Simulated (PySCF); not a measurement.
H9NOSi3.
Atom-mapped SMILES: `[NH2:1][Si@@H:2]([SiH3:3])[SiH2:4][OH:5]` (hydrogens: H6, H7 on N1; H8 on Si2; H9, H10, H11 on Si3; H12, H13 on Si4; H14 on O5)

Structure used (PBE0-D3(BJ)/def2-SVP), in Å, numbered top down from 1:
```
atom  x, y, z in Å
N1    -1.3366   -1.8573    0.1161
Si2   -0.4619   -0.5346   -0.6141
Si3   -1.2414    1.6447   -0.1522
Si4    1.7326   -0.5901    0.2031
O5     2.2007    1.0189    0.2055
H6    -1.3233   -1.9270    1.1288
H7    -2.2702   -2.0584   -0.2287
H8    -0.5000   -0.7364   -2.0978
H9    -2.7059    1.7589   -0.4583
H10   -1.0636    1.9589    1.3012
H11   -0.5141    2.6710   -0.9612
H12    2.6698   -1.4327   -0.6090
H13    1.7387   -1.1606    1.5941
H14    3.0668    1.2301    0.5655
```

Jobs on this species (14 atoms, 66 electrons) with PySCF (density fitting). Hardware of each: one thread of an Arm Neoverse V1 (shared host). Times come from a shared host and carry two figures at best. Peak memory is the resident size of the whole Python process, interpreter and libraries included.

**Question.** Rank these jobs by wall time, shortest first.
A. PBE0/def2-TZVP; shieldings, charges and field gradients; 227 basis functions
B. BHandHLYP/pcSseg-1; shieldings; 151 basis functions
C. PBE0/6-31G; shieldings, charges and field gradients; 75 basis functions

**Answer.** C (7.7 s), B (15 s), A (36 s).

All jobs:

```csv
level and settings,work,basis functions,SCF cycles,wall time,peak memory
PBE0/6-31G,"shieldings, charges and field gradients",75,12,7.7 s,0.47 GiB
BHandHLYP/pcSseg-1,shieldings,151,13,15 s,0.83 GiB
mPW1PW91/pcSseg-1,shieldings,151,13,15 s,0.83 GiB
PBE0/pcSseg-1,shieldings,151,13,15 s,0.83 GiB
CAM-B3LYP/pcSseg-1,shieldings,151,13,20 s,0.88 GiB
"PBE0/6-311+G(2d,p)","shieldings, charges and field gradients",213,14,27 s,0.98 GiB
PBE0/aug-cc-pVDZ,"shieldings, charges and field gradients",208,14,28 s,0.91 GiB
PBE0/def2-TZVP,"shieldings, charges and field gradients",227,14,36 s,0.95 GiB
PBE0/IGLO-III,"shieldings, charges and field gradients",292,14,42 s,1.0 GiB
```

**Question.** What do all jobs in the table cost together?

**Answer.** About 3.4 min; the longest takes about 20 % of that, and about 5.5 times as long as the shortest.
